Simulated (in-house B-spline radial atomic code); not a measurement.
PBEsol excitations of Ar6+

Method: PBEsol. Computed with an all-electron radial atomic-structure program (B-spline basis): linear response of the closed shell [Ne] 3s2 with the functional's adiabatic kernel; scalar-relativistic (spin-free one-electron X2C), finite nucleus, no spin-orbit coupling, no double excitations, S, P, D and F terms only.

Command:
```bash
python run_td.py task.json out
```
Settings (radii: box in bohr, nucleus in fm):
```
Z                        18
electrons                12
configuration            [Ne] 3s2
hamiltonian              x2c
method                   pbesol
box_radius               14.35
rms_radius               3.4274
intervals                71
```

Run time, properties included: 0.2 s on 1 thread of Intel(R) Xeon(R) 6975P-C (Granite Rapids), with other jobs on the host.

The lowest states, in the order of their Tamm-Dancoff energies; the method's threshold (minus the highest occupied level) is 115.93 eV. Labels give the largest channel, * marks a mixed state, and oscillator strengths are full-response dipole values. Semilocal kernels can invert the small singlet-triplet splittings of Rydberg terms. Energies in eV:

| state | full response | Tamm-Dancoff | oscillator strength |
| --- | --- | --- | --- |
| 3s → 3p 3P | 13.450 | 13.804 | - |
| 3s → 3p 1P | 21.173 | 21.914 | 1.16 |
| 3s → 3d 3D | 37.59 | 37.74 | - |
| 3s → 3d 1D | 41.03 | 41.04 | - |
| 3s → 4s 3S | 63.10 | 63.11 | - |
| 3s → 4s 1S | 64.57 | 64.60 | - |
| 3s → 4p 3P | 69.02 | 69.04 | - |
| 3s → 4p 1P | 69.55 | 69.58 | 0.196 |
| 3s → 4d 3D | 77.26 | 77.27 | - |
| 3s → 4d 1D | 77.52 | 77.52 | - |
| 3s → 4f 3F | 79.86 | 79.88 | - |
| 3s → 4f 1F | 80.31 | 80.32 | - |
| 3s → 5s 3S | ? | ? | - |
| 3s → 5s 1S | ? | ? | - |
| 3s → 5p 3P | 89.21 | 89.22 | - |
| 3s → 5p 1P | 89.35 | 89.36 | 0.069 |

Problem. Where does 3s → 5s 1S lie?

Solution. At 87.02 eV in full response, 87.04 eV in Tamm-Dancoff.

Problem. Where does 3s → 5s 3S lie?

Solution. At 86.60 eV in full response, 86.60 eV in Tamm-Dancoff.

Problem. How large is the singlet-triplet splitting of 3s → 3p (P terms) in Tamm-Dancoff?

Solution. 8.11 eV, from the unrounded values.

Problem. What polarisabilities and dispersion coefficient does the method give?

Solution. Dipole 2.01 bohr³, quadrupole 1.754 bohr⁵, C6 2.536 hartree·bohr⁶ for two such species.
